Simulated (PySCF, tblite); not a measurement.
Isomers of C4H12OSi3, one GFN2-xTB conformer each. Single-point energies are computed at PBE0/pcSseg-1 (PySCF, gas phase, no added dispersion term), electronic only.

Question: Rank them by PBE0/pcSseg-1 energy, lowest first (kcal/mol).
A. `[O:1]=[CH:2][Si@@H:3]1[CH2:4][C@@H:5]([CH2:6][SiH3:7])[SiH2:8]1` with O1–C2–Si3–C4 -152°, C4–C5–C6–Si7 -61°, C2–Si3–C4–C5 -96°, Si3–C4–C5–C6 -143°, C4–C5–Si8–Si3 14°, C2–Si3–Si8–C5 97°
B. `[CH2:1]=[CH:2][SiH2:3][C:4]([SiH3:5])([SiH3:6])[CH:7]=[O:8]` with C1–C2–Si3–C4 125°, C2–Si3–C4–Si5 62°, Si3–C4–C7–O8 1°
C. `[CH2:1]=[C:2]1[CH2:3][SiH2:4][O:5][Si@H:6]([CH3:7])[SiH2:8]1` with C1–C2–C3–Si4 -101°, C2–C3–Si4–O5 -50°, C3–Si4–O5–Si6 20°, Si4–O5–Si6–C7 113°
D. `[CH2:1]=[C:2]1[CH2:3][CH2:4][SiH2:5][O:6][SiH2:7][SiH2:8]1` with C1–C2–C3–C4 123°, C2–C3–C4–Si5 -49°, C3–C4–Si5–O6 84°, C4–Si5–O6–Si7 -17°

Answer: C (0.0), D (13.1), B (73.1), A (76.9).

As drawn, the lowest has an Si–O bond and a C=C bond outside aromatic rings, which the highest lacks; the highest has a four-membered ring and a C=O bond, which the lowest lacks. GFN2-xTB itself gives, in the same order: 5.3, 0.0, 83.9, 96.9. GFN2-xTB puts C=C1CC[SiH2]O[SiH2][SiH2]1 lowest instead; measured from each level's own lowest isomer, the values differ by up to 20.0 kcal/mol (O=C[Si@@H]1C[C@@H](C[SiH3])[SiH2]1: 96.9 against 76.9).

Which frontier levels, dipoles and rotational constants go with these structures?

| SMILES | HOMO (eV, PBE0/pcSseg-1) | LUMO (eV) | dipole (D) | A, B, C (MHz) |
| --- | --- | --- | --- | --- |
| C=C1C[SiH2]O[Si@H](C)[SiH2]1 | -7.01 | -0.64 | 0.65 | 1464, 1101, 771.6 |
| C=C1CC[SiH2]O[SiH2][SiH2]1 | -7.49 | -0.72 | 1.31 | 1337, 1275, 822.9 |
| C=C[SiH2]C([SiH3])([SiH3])C=O | -7.66 | -1.17 | 2.62 | 1327, 868.4, 813.7 |
| O=C[Si@@H]1C[C@@H](C[SiH3])[SiH2]1 | -6.81 | -1.64 | 2.66 | 2295, 538.3, 472.3 |

What happens when harmonic zero-point energies from GFN2-xTB frequencies are added?

| SMILES | ZPE (kcal/mol) | electronic (kcal/mol) | with ZPE (kcal/mol) |
| --- | --- | --- | --- |
| C=C1C[SiH2]O[Si@H](C)[SiH2]1 | 89.0 | 0.0 | 0.0 |
| C=C1CC[SiH2]O[SiH2][SiH2]1 | 88.6 | 13.1 | 12.7 |
| C=C[SiH2]C([SiH3])([SiH3])C=O | 82.4 | 73.1 | 66.5 |
| O=C[Si@@H]1C[C@@H](C[SiH3])[SiH2]1 | 86.5 | 76.9 | 74.4 |

The zero-point energies span 6.6 kcal/mol. The order is unchanged.
